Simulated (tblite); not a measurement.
Species: C₅H₈F₂O.
SMILES with atom numbers: `[CH2:1]=[CH:2][C@H:3]([O:4][CH3:5])[CH:6]([F:7])[F:8]` (hydrogens: H9, H10 on C1; H11 on C2; H12 on C3; H13, H14, H15 on C5; H16 on C6)

Computed geometry: GFN2-xTB, gas phase.

What internal coordinates does the optimisation give?

```json
{"bond": "C1=C2", "length (Å)": "1.318"}
{"bond": "C2–C3", "length (Å)": "1.508"}
{"bond": "C3–O4", "length (Å)": "1.404"}
{"bond": "O4–C5", "length (Å)": "1.411"}
{"bond": "C3–C6", "length (Å)": "1.546"}
{"bond": "C6–F7", "length (Å)": "1.357"}
{"bond": "C6–F8", "length (Å)": "1.353"}
{"bond": "C1–H9", "length (Å)": "1.076"}
{"bond": "C1–H10", "length (Å)": "1.076"}
{"bond": "C2–H11", "length (Å)": "1.081"}
{"bond": "C3–H12", "length (Å)": "1.104"}
{"bond": "C5–H13, C5–H14, C5–H15", "length (Å)": "1.093"}
{"bond": "C6–H16", "length (Å)": "1.100"}
```

Bonds in one row agree within 0.01 Å and their mean is given. A selection of angles:
```json
{"angle": "C2–C1–H9", "degrees": "121.0"}
{"angle": "C2–C1–H10", "degrees": "121.5"}
{"angle": "H9–C1–H10", "degrees": "117.5"}
{"angle": "C1–C2–C3", "degrees": "123.9"}
{"angle": "C1–C2–H11", "degrees": "122.0"}
{"angle": "C3–C2–H11", "degrees": "114.1"}
{"angle": "C2–C3–O4", "degrees": "110.1"}
{"angle": "C2–C3–C6", "degrees": "108.8"}
{"angle": "C2–C3–H12", "degrees": "109.2"}
{"angle": "O4–C3–C6", "degrees": "110.7"}
{"angle": "O4–C3–H12", "degrees": "110.7"}
{"angle": "C6–C3–H12", "degrees": "107.2"}
{"angle": "C3–O4–C5", "degrees": "115.5"}
{"angle": "O4–C5–H13", "degrees": "105.6"}
{"angle": "O4–C5–H14", "degrees": "111.1"}
{"angle": "H13–C5–H14", "degrees": "109.4"}
{"angle": "C3–C6–F7", "degrees": "111.3"}
{"angle": "C3–C6–F8", "degrees": "111.4"}
{"angle": "C3–C6–H16", "degrees": "111.7"}
{"angle": "F7–C6–F8", "degrees": "105.4"}
{"angle": "F7–C6–H16", "degrees": "108.1"}
{"angle": "F8–C6–H16", "degrees": "108.6"}
```

Dihedral angles: C1–C2–C3–O4 0° (synperiplanar); C2–C3–O4–C5 160° (antiperiplanar); C2–C3–C6–F7 -163° (antiperiplanar).

Of the pairs four or more bonds apart, O4···H9 is among the closest relative to their van der Waals radii: 2.39 Å, 88 % of the sum of Bondi's values. The C–C distances run from 1.318 Å (C1=C2, drawn double) to 1.546 Å (C3–C6, drawn single), a spread of 0.228 Å. O4 (ether oxygen) is bent (angle 115.5°).

Point group: C1 (no symmetry element, even within 0.4 Å). Its GFN2-xTB frequencies are all real (lowest 43 cm⁻¹). One conformer, not necessarily the lowest. 3 starts were optimised and ended at 0.00, 1.08 and 1.61 kcal/mol (GFN2-xTB); the lowest of these is shown.

Time: 0.17 s wall. Hardware: an Arm Neoverse V2 with one thread, shared host with 96 logical CPUs at a one-minute load of 332. These figures are those of the optimisation.
